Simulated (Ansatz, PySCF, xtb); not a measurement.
Reaction (SMILES): N[Si](F)(F)F + 4 [H][H] (H2) → 3 F (HF) + N (NH3) + [SiH4] (SiH4)
Geometries: B3LYP-D3(BJ)/def2-TZVP minima from Ansatz (a program for electronic structure), one conformer each, not searched for the lowest. Frequencies are from Ansatz or PySCF.

Wanted: energy of full hydrogenation (0 K, with B3LYP-D3(BJ) harmonic zero-point energies), in eV. Correlated levels leave the core frozen unless marked. Spin-orbit coupling is left out. No relativistic terms. CBS(X,Y): correlation extrapolated as X^-3; Hartree-Fock from the larger set.

```
level                     program  energy of full hydrogenation (eV)
-----------------  --------------  ---------------------------------
GFN1-xTB                      xtb                               4.30
GFN2-xTB                      xtb                               4.26
HF/6-31G                   Ansatz                               3.77
HF/6-31G*                  Ansatz                               5.41
HF/cc-pV(Q+d)Z             Ansatz                               5.02
PBE-D4/def2-TZVPD  Ansatz + dftd4                               4.58
BLYP/def2-TZVPD            Ansatz                               4.71
```

Problem. Estimate the value at CCSD(T)/CBS(cc-pV(T+d)Z,cc-pV(Q+d)Z) as computed with Ansatz.

Solution. 5.08 eV
